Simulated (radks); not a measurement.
Values are calculated unless marked as measured or tabulated.
Species: Ga I. Configuration: [Ar] 3d10 4s2 4p1. Code: a radial shooting solver on a logarithmic mesh with Libxc functionals. Model: Dirac Kohn-Sham, PBEsol, spin-unpolarised, spherical densities, finite nucleus; open shells fill j = l - 1/2 first; Fermi nuclear charge, rms radius 3.9973 fm. Some entries of the table are withheld. Estimate them.

orbital,occ.,eigenvalue (eV),<1/r> (bohr^-1),<r^2> (bohr^2)
1s1/2,2,-10218.03,31.28,0.003182
2s1/2,2,-1260.643,6.879,(1)
2p1/2,2,-1116.283,6.841,0.04360
2p3/2,4,-1088.666,6.666,0.04511
3s1/2,2,-147.6573,2.192,0.4915
3p1/2,2,-101.0254,2.062,0.5335
3p3/2,4,-97.3971,2.019,0.5508
3d3/2,4,-19.3642,1.656,0.8556
3d5/2,6,-18.9023,1.644,0.8702
4s1/2,2,-8.9135,(2),6.386
4p1/2,1,-2.6149,0.3917,13.61
4p3/2,0,-2.4973,0.3835,14.18

Answer. 
(1) 2s1/2 <r^2> (bohr^2): 0.05599
(2) 4s1/2 <1/r> (bohr^-1): 0.5592
